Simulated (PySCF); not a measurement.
PySCF 2.14 output of an unrestricted revPBE calculation on a single atom or ion in x2c-TZVPPall with one added diffuse shell each of s, p, d, f type (12s8p8d5f2g, 129 functions), with scalar relativity by spin-free X2C-1e:

```
SCF conv_tol = 1e-09
number electrons alpha = 31  beta = 27
    Y. Zhang and W. Yang.,  Phys. Rev. Lett. 80, 890 (1998)
    J. P. Perdew, K. Burke, and M. Ernzerhof.,  Phys. Rev. Lett. 77, 3865 (1996)
    J. P. Perdew, K. Burke, and M. Ernzerhof.,  Phys. Rev. Lett. 78, 1396 (1997)
cycle= 1 E= -9236.3004600834  delta_E= -0.0257  |g|= 0.105  |ddm|= 0.697
cycle= 2 E= -9236.29863375397  delta_E= 0.00183  |g|= 0.149  |ddm|= 0.228
cycle= 3 E= -9236.30209076251  delta_E= -0.00346  |g|= 0.00369  |ddm|= 0.13
cycle= 4 E= -9236.30209354039  delta_E= -2.78e-06  |g|= 0.000411  |ddm|= 0.00687
cycle= 5 E= -9236.30209386125  delta_E= -3.21e-07  |g|= 0.000154  |ddm|= 0.00313
cycle= 6 E= -9236.30209419175  delta_E= -3.3e-07  |g|= 0.000143  |ddm|= 0.00416
cycle= 7 E= -9236.30209529976  delta_E= -1.11e-06  |g|= 5.51e-05  |ddm|= 0.0204
cycle= 8 E= -9236.30209553582  delta_E= -2.36e-07  |g|= 1.21e-05  |ddm|= 0.013
cycle= 9 E= -9236.3020955381  delta_E= -2.28e-09  |g|= 7.1e-06  |ddm|= 0.000836
cycle= 10 E= -9236.30209553878  delta_E= -6.82e-10  |g|= 2.63e-06  |ddm|= 0.000765
converged SCF energy = -9236.30209553878  <S^2> = 6.0005256  2S+1 = 5.0002102
```

The run itself started from symmetry-adapted Hartree-Fock orbitals and held the occupation by maximum overlap, on a logarithmic radial grid, so the iterations belong to that start.

**Question.** Which element, charge and spin multiplicity is this?

**Answer.** Pr⁺ (praseodymium, charge +1), multiplicity 5; the state was [Xe] 4f3 6s1, one real determinant.

⟨L²⟩ = 34.01 against 42 for a pure I term, so this real determinant mixes terms. Spin-orbit coupling, absent here, splits the open shell strongly.
